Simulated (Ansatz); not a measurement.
# SiSe (SMILES [Si][Se]): the vertical ionisation energy, rung by rung

SiSe: 2 atoms, total charge 0, spin state singlet. As SMILES, `[Si][Se]`. Geometry: a GFN2-xTB relaxation, a rough one for these elements and not checked as a minimum.

```jsonl
{"atom": "Si", "x (Å)": "0.0000", "y (Å)": "0.0000", "z (Å)": "0.0000"}
{"atom": "Se", "x (Å)": "0.0000", "y (Å)": "0.0000", "z (Å)": "2.1245"}
```

Quantity: the vertical ionisation energy (to the doublet cation), in eV. The values are calculated.

| level | kind | program | value (eV) | less FCI/STO-3G | CPU time (all runs) |
| --- | --- | --- | --- | --- | --- |
| revPBE/STO-3G | GGA | Ansatz | 7.45 | +1.19 | 8.6 s |
| r2SCAN/STO-3G | meta-GGA | Ansatz | 7.57 | +1.31 | 29 s |
| PBE0/STO-3G | global hybrid | Ansatz | 7.37 | +1.11 | 6.9 s |
| r2SCAN0/STO-3G | hybrid meta-GGA | Ansatz | 7.37 | +1.11 | 19 s |
| wB97X/STO-3G | range-separated hybrid | Ansatz | 7.18 | +0.92 | 27 s |
| RPA@PBE/STO-3G | RPA | Ansatz | 6.05 | -0.21 | 11 s |
| CCSDT/STO-3G | coupled cluster or CI | Ansatz | 6.34 | +0.08 | 5.3 s |
| FCI/STO-3G | exact in the basis | Ansatz | 6.26 | 0.00 | 5.1 s |

FCI/STO-3G is exact within its basis and frozen core, so for wave-function methods in that basis the difference is their error; functionals converge differently with the basis, so for them it is only a difference. All-electron rows without a relativistic Hamiltonian named are non-relativistic. The values span 6.05 to 7.57 eV. All rows use very small basis sets, so even the best lies far from the true value. In the correlated wave-function rows the outer d shell of Se is correlated, in sets not made for it. Times are those of the runs behind each value, whatever else they computed, on shared processors of several kinds: orders of magnitude only.
